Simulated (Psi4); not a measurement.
**Predicting a hybrid from its neighbours: C2H3I (vinyl iodide)**

C2H3I: 6 atoms, total charge 0, spin state singlet. As SMILES, `C=CI`. The coordinates come from a PBE0-D4/def2-TZVP relaxation.

The HOMO–LUMO gap y, in eV, basis def2-SVP with a core potential; a is the functional's share of exact exchange. Programs: Psi4 1.11.

```
functional  program     a  y (eV)
    r2SCAN     Psi4     0    5.01
    revPBE     Psi4     0    4.59
     B3LYP     Psi4   0.2       ?
      PBE0     Psi4  0.25    6.60
     BHLYP     Psi4   0.5    8.55
```

Q: Fit y = c + s·a to the known rows and predict B3LYP.

A: 
1. Means of the 4 rows: a = 0.1875, y = 6.188.
2. Σ(Δa)² = 0.17188, Σ(Δa·Δy) = 1.2844, so the slope is 1.2844/0.17188 = 7.4727.
3. Intercept: 6.188 − (7.4727) × 0.1875 = 4.787. The largest residual of the fit is 0.22.
4. B3LYP: 4.787 + (7.4727) × 0.2 = 6.28 eV.

The run gave 6.12 eV, so the prediction is off by +0.16 eV, within the scatter of the fit. Exact exchange lowers occupied levels and raises empty ones. The rows mix families of semi-local functionals, which the line can't see.
